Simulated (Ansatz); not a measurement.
Species: sum formula SiNH$_{2}$F$_{3}$ (charge 0, singlet). 
Geometry from a B3LYP-D3(BJ)/def2-TZVP (Ansatz, an electronic-structure program) optimisation:
```
Si
F 1 1.5800
F 1 1.5800 2 110.23
F 1 1.5841 2 105.72 3 113.80
N 1 1.6755 2 109.62 4 125.44
H 5 1.0060 1 122.47 2 -38.32
H 5 1.0060 6 112.93 1 163.76
```
Charge 0, spin multiplicity 1.

Basis-set convergence of Hartree-Fock and MP2 correlation energies (hartree) with Ansatz. Cores are frozen in the correlated levels unless marked. Spin-orbit coupling is left out. Non-relativistic.

```json
[
 {"basis": "cc-pV(D+d)Z", "functions": "89", "E(HF)": "-643.11725", "E(corr, MP2)": "-0.81953"},
 {"basis": "cc-pV(T+d)Z", "functions": "187", "E(HF)": "-643.28682", "E(corr, MP2)": "-1.07711"},
 {"basis": "cc-pV(Q+d)Z", "functions": "344", "E(HF)": "-643.32523", "E(corr, MP2)": "-1.17334"}
]
```

Extrapolating the two largest sets (X = 3 and 4) as X^-3: E(corr) = (64·(-1.17334) - 27·(-1.07711))/37 = -1.2436 Eh, an estimate of the basis-set limit. The largest set recovers 94.4 % of it, the smallest 65.9 %.
